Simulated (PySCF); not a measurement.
**Electronic structure of P (phosphorus, neutral) at the UHF level**

Configuration: [Ne] 3s2 3p2 4s1, high-spin 4P determinant (an excited configuration). Calculation: PySCF 2.14, in dyall-acv3z; the non-relativistic Hamiltonian (point nucleus).

| Item | Value |
| --- | --- |
| Total energy | -340.470042 hartree |
| One-electron energy | -468.6227 hartree |
| Hartree (Coulomb) energy | 150.6098 hartree |
| Exchange energy | -22.4571 hartree |
| Kinetic energy | 340.51748 hartree |
| ⟨S²⟩ | 3.7630 |
| ⟨L²⟩ | 2.052 |
| Sum of ⟨r⟩ | 17.78 bohr |
| Sum of ⟨r²⟩ | 55.82 bohr² |
| Traceless quadrupole moment −½Σ⟨3z² − r²⟩ along its main axis | 1.22 e·bohr² |
| Density at the nucleus (Gaussians lack the cusp) | 2180 bohr⁻³ |
| Spin density at the nucleus | 0.622 bohr⁻³ |
| Langevin diamagnetic susceptibility | -44.2 ×10⁻⁶ cm³/mol |

```csv
shell,electrons,mean orbital energy (hartree),spread (hartree),"rms radius, mean of both spins (bohr)"
1s α,1,-80.19235,0,0.120
1s β,1,-80.17364,0,0.120
2s α,1,-7.72894,0,0.562
2s β,1,-7.70845,0,0.562
2p α,3,-5.62224,0.01694,0.540
2p β,3,-5.58842,0.01966,0.540
3s α,1,-0.95217,0,1.99
3s β,1,-0.74220,0,1.99
3p α,2,-0.53586,0,2.35
4s α,1,-0.11590,0,5.87
```

The outer electron is Rydberg-like, and this basis confines it to a smaller radius and binds it less than a complete one would.

Spin-orbit constants ζ (cm⁻¹) from the X2C one-electron operator on these orbitals (non-relativistic here): bare nucleus, nucleus screened by l(l+1)(2l+1)/3 electrons, and screened by the Breit-Pauli mean field of the electrons.

```tsv
shell	bare	screened nucleus	mean field
2p	5424	4701	4373
3p	338.3	293.2	268.1
```

To first order the Landé constant is A = 89.35 cm⁻¹, so the lowest level has J = 1/2 and lies 0.0277 eV below the centre of the term. This holds in LS coupling only.
